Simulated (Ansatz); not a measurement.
Ansatz results at the PBE0-D4/def2-TZVP geometry: LUMO energy (B3LYP/def2-TZVPP) -0.72 eV; size of the dipole moment (B3LYP/def2-TZVPP) 1.50 D; LUMO energy (ωB97M-V/def2-TZVPP) 1.44 eV.

Each molecule was computed in one conformer, which needn't be the lowest.

**Question.** Which molecule gave them?
A. `FC[SiH2]CBr`
B. `C=N[SiH2]F`
C. `N[BH][SbH2]`
D. `FC1=N[SiH2]S1`

**Answer.** A. The others give `N[BH][SbH2]`: -0.57, 2.48, 1.48; `C=N[SiH2]F`: -1.49, 1.18, 1.01; `FC1=N[SiH2]S1`: -1.01, 2.41, 1.05.

B3LYP here is the variant with VWN-RPA as its local correlation; programs differ in this.
